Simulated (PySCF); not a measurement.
Fe: ionisation energy

Fe [Ar] 3d6 4s2 (5D) → Fe⁺ [Ar] 3d6 4s1 (6D), as a difference of total energies. All numbers are calculated (PySCF 2.14, scalar relativity by spin-free X2C-1e, in x2c-QZVPPall). Correlated levels: valence: [Ar] frozen; valence and next inner shell: [Ne] frozen. The calculations carry no spin-orbit coupling.

| method | ionisation energy (eV) |
| --- | --- |
| UHF | 6.430 |
| LDA | 8.130 |
| PBE | 7.821 |
| PBE0 | 7.626 |
| BHandHLYP | 7.745 |
| TPSS | 7.621 |
| wB97X | 8.251 |
| B97-3 | 8.072 |
| MP2 (valence) | 7.534 |
| SCS-MP2 (valence) | 7.722 |
| MP2 (valence and next inner shell) | 7.640 |
| SCS-MP2 (valence and next inner shell) | 7.740 |

Errors of the correlated levels include the incompleteness of this basis and the frozen core.

MP2 underrates the near-degeneracy of ns² with np² in the lower species.

Question: Which method comes closest to the reference value, and which is furthest?

Answer: The reference is 7.904 eV (measured; NIST levels, between the centres of gravity of the two terms). Closest: PBE (error -0.083 eV); furthest: UHF (error -1.474 eV).
